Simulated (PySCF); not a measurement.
Computed IR spectrum (relative IR intensity) of a molecule CH8O3Si2. The structure is a stationary point at PBE-D3(BJ)/def2-SVP. Other conformers were not sampled. These are PySCF with PBE-D3(BJ)/def2-SVP values and carry that method's errors. Frequencies are harmonic and unscaled.

Lines under 2 % of the strongest are left out, and lines within 2 cm⁻¹ are merged.

| ν (cm⁻¹) | relative intensity |
|---|---|
| 147 | 2.9 |
| 166 | 15 |
| 209 | 28 |
| 225 | 23 |
| 228 | 19 |
| 286 | 15 |
| 323 | 37 |
| 424 | 2.1 |
| 477 | 26 |
| 497 | 27 |
| 667 | 43 |
| 683 | 14 |
| 724 | 39 |
| 749 | 14 |
| 758 | 44 |
| 783 | 16 |
| 794 | 100 |
| 839 | 72 |
| 902 | 71 |
| 908 | 27 |
| 934 | 56 |
| 994 | 87 |
| 1217 | 14 |
| 1376 | 2.2 |
| 2111 | 65 |
| 2131 | 64 |
| 3624 | 63 |
| 3737 | 22 |
| 3756 | 35 |

**Question.** Which structure fits?
(A) C[Si](O)(O)[SiH2]O
(B) O[Si](O)(O)C[SiH3]
(C) O[SiH](O)CO[SiH3]
(D) CO[Si@@H](O)[SiH2]O

**Answer.** A, C[Si](O)(O)[SiH2]O
